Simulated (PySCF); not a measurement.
C5H6Si.

```xyz
12

Si     0.4719     0.3855     0.0000
C     -0.4513     2.0182     0.0000
C      0.0304    -0.5891    -1.4960
C     -0.2685    -1.2135    -2.4972
C      0.0304    -0.5891     1.4960
C     -0.2685    -1.2135     2.4972
H      1.9439     0.6063     0.0000
H     -0.1920     2.6061    -0.8945
H     -1.5382     1.8441     0.0000
H     -0.1920     2.6061     0.8945
H     -0.5315    -1.7689    -3.3791
H     -0.5315    -1.7689     3.3791
```

Geometry optimised at B3LYP-D3(BJ)/def2-SVP.

Level of theory: B3LYP/pcSseg-1 in PySCF. Non-relativistic, no solvent.

Computed absolute GIAO shielding of each atom: isotropic value and principal components (ppm):
| atom | σ(iso) | σ11 | σ22 | σ33 | span |
|---|---|---|---|---|---|
| Si1 | 406.5 | 382.5 | 393.2 | 443.7 | 61.2 |
| C2 | 179.6 | 173.2 | 181.4 | 184.2 | 11.0 |
| C3 | 94.2 | -6.0 | -1.7 | 290.2 | 296.2 |
| C4 | 78.6 | -5.3 | -4.3 | 245.6 | 250.9 |
| C5 | 94.2 | -6.0 | -1.7 | 290.2 | 296.2 |
| C6 | 78.6 | -5.3 | -4.3 | 245.6 | 250.9 |
| H7 | 26.9 | 24.2 | 24.8 | 31.8 | 7.6 |
| H8 | 31.0 | 27.0 | 28.4 | 37.7 | 10.7 |
| H9 | 30.8 | 27.3 | 28.7 | 36.4 | 9.1 |
| H10 | 31.0 | 27.0 | 28.4 | 37.7 | 10.7 |
| H11 | 29.2 | 24.4 | 24.4 | 38.8 | 14.4 |
| H12 | 29.2 | 24.4 | 24.4 | 38.8 | 14.4 |
